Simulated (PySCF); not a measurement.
# Electron correlation in Se⁺ (selenium, charge +1)

[Ar] 3d10 4s2 4p3, high-spin 4S determinant. Calculation: PySCF 2.14, in jorge-DZP-DKH; the spin-free X2C one-electron Hamiltonian (Gaussian nucleus). Frozen: [Ar] 3d10; 5 electrons correlated.

MP2 pair energies summed by pair of shells (mhartree):

| pair | energy | share (%) |
| --- | --- | --- |
| 4s-4p | -17.55 | 64.8 |
| 4s-4s | -5.36 | 19.8 |
| 4p-4p | -4.15 | 15.3 |

Total MP2 correlation energy: -27.06 mhartree.

Same-spin part -5.93 and opposite-spin part -21.13 mhartree; SCS-MP2 scales them by 1/3 and 6/5 to -27.33 mhartree.

```tsv
level	correlation energy (mhartree)
CCSD	-32.69
(T)	-0.20
CCSD(T)	-32.89
```

Diagnostics: T1 = 0.0020, D1 = 0.0047, largest double amplitude 0.023.

Problem. Is a single reference adequate?

Solution. Yes, within this model without spin-orbit coupling: T1 lies below 0.03 and no double amplitude reaches 0.07.
